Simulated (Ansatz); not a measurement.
Consider the isomerisation: `O[SiH]1C[SiH2]O1` → `O=CO[SiH2][SiH3]`.

Program: Ansatz. Geometries: PBE0-D4/def2-TZVP. ΔE: electronic, gas phase. CCSD(T)/CBS is the MP2 limit (def2-TZVPP, def2-QZVPP) plus CCSD(T) − MP2 in def2-TZVPP, frozen cores. Functionals use def2-TZVPP. One conformer a species, not always the lowest.

`O[SiH]1C[SiH2]O1`:

```xyz
11

O    -0.128    2.323    0.486
Si    0.560    0.969   -0.113
C     0.344   -0.643    0.845
Si   -0.530   -1.179   -0.730
O    -0.262    0.327   -1.418
H    -1.070    2.319    0.665
H     1.942    1.370   -0.447
H    -0.269   -0.581    1.744
H     1.269   -1.171    1.080
H     0.127   -2.263   -1.503
H    -1.983   -1.470   -0.610
```

`O=CO[SiH2][SiH3]`:

Cartesian coordinates in Å:
```
O 0.101 1.152 1.616
C 1.237 0.861 1.361
O 1.643 0.395 0.189
Si 0.462 0.212 -1.036
Si -1.416 -0.950 -0.260
H 2.069 0.945 2.074
H 1.218 -0.528 -2.075
H 0.121 1.563 -1.548
H -2.467 -0.015 0.206
H -1.005 -1.856 0.844
H -1.962 -1.779 -1.371
```

| species | ωB97X-V energy (Eh) |
| --- | --- |
| `O[SiH]1C[SiH2]O1` | -771.24058 |
| `O=CO[SiH2][SiH3]` | -771.13056 |

(1) Work out ΔE.

Largest T1 diagnostic among the species: 0.016.

## Answers

(1) ΔE = (-771.13056) − (-771.24058) = 0.11002 Eh = +69.0 kcal/mol. CCSD(T)/CBS gives +74.1 kcal/mol.

From PBE to PBE0 (25 % exact exchange), in def2-TZVPP and without D4, ΔE moves by +5.8 kcal/mol. In def2-TZVPP, CCSD(T) changes the Hartree–Fock value by +3.4 kcal/mol (the triples alone add −1.0 kcal/mol) and MP2 by +9.6 kcal/mol.
